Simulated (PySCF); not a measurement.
## Spin states of MgBi⁺

Unrestricted PBE0; basis Mg def2-SVP, Bi def2-SVP with ECP60; scalar-relativistic core potentials; PySCF 2.14. Outer shells of the fragments: Mg 3s2; Bi+ 5d10 6s2 6p2.

Followed along the bond (rough minima from three points):

```csv
2Ms+1,unpaired,⟨S²⟩ at the start,R at minimum (Å),Te (eV)
3,π ↑↑,2.07,2.85,0.00
1,π ↑↓,1.00,2.82,0.35
1,none,0.00,none in the scan,≤ 1.22
3,"σ ↑, π ↑",2.01,none in the scan,≤ 1.37
1,"σ ↓, π ↑",1.00,none in the scan,≤ 1.47
```

Solutions found at the starting distance of 2.915 Å, counted from the lowest of them; the search is not exhaustive and high or unbound solutions are not listed, so other states can lie among these:

```tsv
2Ms+1	unpaired	term	E (eV)	⟨S²⟩	⟨Lz²⟩	μ (D)
3	π ↑↑	³Σ⁻	0.00	2.07	0.00	-9.26
1	π ↑↓	mixed	0.36	1.00	2.01	-9.38
1	none	mixed	1.22	0.00	2.00	-9.29
3	σ ↑, π ↑	³Π	1.48	2.01	1.00	-4.34
1	σ ↓, π ↑	mixed	1.56	1.00	1.00	-4.44
3	σ ↑↑, π ↑↓	mixed	2.23	3.01	2.01	-6.29
1	σ ↓↓, π ↑↑	mixed	2.25	2.01	0.00	-6.30
3	σ ↑, π ↑	³Π	2.61	2.01	1.02	-11.26
1	σ ↓, π ↑	mixed	2.78	1.05	1.01	-10.96
3	π ↑↑	mixed	4.09	2.01	2.01	-4.36
```

A term symbol is given only where ⟨S²⟩ and ⟨Lz²⟩ are close to those of a pure state; real π, δ and φ orbitals otherwise mix terms. A positive dipole points towards Bi; it is taken about the centre of mass and depends on that origin.

These are scalar-relativistic numbers at best; spin–orbit coupling would shift them, the dissociation energy most. Counting both spins, an empty level lies below a filled one in some of these solutions, because spin and occupation are held.
